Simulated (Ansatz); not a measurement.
Consider the redistribution: `CB[SiH2]Cl` + `O[SiH](F)[S][GeH3]` → `O[SiH](F)S[SiH2]Cl` + `C[BH][GeH3]`.

Calculated with Ansatz (gas phase, PBE0-D4/def2-TZVP geometries, no zero-point term in ΔE). CCSD(T)/CBS is the MP2 limit (def2-TZVPP, def2-QZVPP) plus CCSD(T) − MP2 in def2-TZVPP, frozen cores. Functionals use def2-TZVPP. B3LYP here is the variant with VWN-RPA as its local correlation; programs differ in this. For Ge outer-core shells are correlated without core-valence functions, which leaves a few kJ/mol of doubt a bond. Scalar relativity is left out up to krypton. Each species was taken in one conformer, which may not be the lowest.

`CB[SiH2]Cl`:

```xyz
10

C    -1.256   -0.791   -0.565
B    -0.008    0.117   -0.720
Si    1.144    0.559    0.872
Cl    2.476    2.101    0.523
H    -1.321   -1.388    0.346
H    -2.094   -0.073   -0.532
H    -1.455   -1.418   -1.439
H     0.245    0.584   -1.793
H     1.943   -0.640    1.254
H     0.327    0.947    2.054
```

`O[SiH](F)[S][GeH3]`:

Cartesian coordinates in Å:
```
O 0.658 -0.548 -1.447
Si 1.487 0.059 -0.176
F 1.634 1.632 -0.409
S 0.432 -0.392 1.580
Ge -1.647 -0.074 0.806
H 0.853 -0.198 -2.318
H 2.861 -0.467 -0.064
H -1.688 1.191 -0.059
H -2.493 0.104 2.073
H -2.097 -1.306 0.015
```

`O[SiH](F)S[SiH2]Cl`:

Cartesian coordinates in Å:
```
O 2.131 0.739 -1.626
Si 0.838 -0.053 -1.050
F 1.263 -1.226 -0.059
S -0.370 1.317 0.047
Si -1.393 -0.033 1.337
Cl -2.389 -1.479 0.275
H 2.621 1.321 -1.042
H 0.153 -0.657 -2.200
H -2.385 0.791 2.059
H -0.469 -0.720 2.260
```

`C[BH][GeH3]`:

Z-matrix (Å, degrees):
```
C
B 1 1.548
H 1 1.106 2 102.9
H 1 1.093 2 114.7 3 113.8
H 1 1.091 2 116.2 3 -115.3
Ge 2 2.066 1 123.5 3 93.8
H 2 1.200 1 119.3 3 -83.2
H 6 1.542 2 112.1 1 -127.5
H 6 1.544 2 109.4 1 114.7
H 6 1.542 2 113.8 1 -5.0
```

Task: Is it downhill or uphill in electronic energy at CCSD(T)/CBS, and by how much? (An estimate is asked.)

Result: Ansatz gave: Downhill: ΔE = -7.2 kcal/mol.

Task: What do these levels give: PBE-D4, PBE0-D4, B3LYP-D4, PBE, r2SCAN, HF/def2-TZVPP, CCSD(T)/def2-TZVPP, MP2/def2-QZVPP, SCS-MP2/def2-QZVPP, HF/CBS(def2), MP2/CBS(def2), CCSD/CBS(def2)? (Best estimate.)

Result: Computed: PBE-D4 -6.6, PBE0-D4 -6.3, B3LYP-D4 -6.3, PBE -6.1, r2SCAN -6.9, HF/def2-TZVPP -3.8, CCSD(T)/def2-TZVPP -6.2, MP2/def2-QZVPP -7.7, SCS-MP2/def2-QZVPP -6.7, HF/CBS(def2) -3.8, MP2/CBS(def2) -8.1, CCSD/CBS(def2) -6.9 kcal/mol.

Largest T1 diagnostic among the species: 0.012.

The D4 term adds −0.8 kcal/mol with B3LYP and −0.4 kcal/mol with PBE0; it sums over pairs of atoms, weighted by their polarisabilities, and B3LYP, whose exchange is more repulsive, gets the larger term. In def2-TZVPP, CCSD(T) changes the Hartree–Fock value by −2.4 kcal/mol (the triples alone add −0.3 kcal/mol) and MP2 by −3.3 kcal/mol.
